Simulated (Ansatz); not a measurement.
Job for Ansatz (a first-principles code): U-CCSD(T)/cc-pVDZ on FGeH3O (SMILES [OH][GeH2][F]), a point of a bond scan (R = 1.221 Å). The run froze 16 orbitals, filled d shells among them.

Ansatz 0.2 input:
```yaml
crystal:
  periodic: [false, false, false]
  atoms:
    - {symbol: Ge, position_ang: [-0.22747459, -0.25087345, 0.02663045]}
    - {symbol: O, position_ang: [1.45573431, -0.40020062, -0.50453156]}
    - {symbol: F, position_ang: [-0.54577123, 1.44651198, 0.30987347]}
    - {symbol: H, position_ang: [-0.91331304, -0.60725407, -0.91901789]}
    - {symbol: H, position_ang: [-0.46978155, -0.93226496, 1.38080844]}
    - {symbol: H, position_ang: [2.09980761, -0.16043852, 0.16983856]}
basis:
  gaussian:
    orbitals: cc-pVDZ
correlation: {method: ccsd_t, electrons: outside_noble_gas}
scf: {omitted_lower_state_checks: [cluster_reference]}
magnetization: {spin_polarized: true, initial_magnetization: 0}
```

Output:

```
WARN ansatz: RAYON_NUM_THREADS=1 ignored (pool sized by the plan → 1); use --threads N
Functional definition: HF
these checks for a lower state are left out or cut short: cluster_reference
integrals: 0.08 GiB planned
713 factors; integrals over basis functions are off by at most 9.6e-4 eV
mean field: 0.31 GiB planned
mean field evaluation 1: about -61260.4303 eV, gradient 2.8e1 eV
mean field evaluation 2: about -61260.4609 eV, gradient 2.8e1 eV
mean field evaluation 4: about -61263.4793 eV, gradient 1.4e0 eV
mean field evaluation 8: about -61263.4996 eV, gradient 1.3e-4 eV
mean field -61263.49962487 eV, -2251.3920853223 hartree, gradient 7.1e-7 eV, S^2 0.000000; 0 other end points of the search recorded, 0 dependent functions left out
16 core orbitals not correlated
reference -61263.49962487 eV, -2251.3920853223 hartree; 10, 10 occupied and 44, 44 virtual orbitals, 713 factors
second order -12.97914798 eV of doubles, -0.00000000 eV of singles
coupled cluster: 0.22 GiB planned
cycle   1  -13.11341705 eV  change   -1.3e-1 eV  update   8.7e-2
cycle   2  -13.42477998 eV  change   -3.1e-1 eV  update   2.5e-2
cycle   3  -13.51784355 eV  change   -9.3e-2 eV  update   1.4e-2
cycle   4  -13.51529743 eV  change    2.5e-3 eV  update   3.0e-3
cycle   5  -13.51326210 eV  change    2.0e-3 eV  update   1.2e-3
cycle   6  -13.51335868 eV  change   -9.7e-5 eV  update   3.9e-4
cycle   7  -13.51330920 eV  change    4.9e-5 eV  update   1.3e-4
cycle   8  -13.51328545 eV  change    2.4e-5 eV  update   4.1e-5
cycle   9  -13.51329203 eV  change   -6.6e-6 eV  update   1.4e-5
perturbative correction -0.24520742 eV, -0.0090112065 hartree
Total energy: -61277.25812432 eV, -2251.8977008514 hartree
Checks for a lower state left out: cluster_reference
```

The run converged.

Cost: very roughly 6 core-seconds.
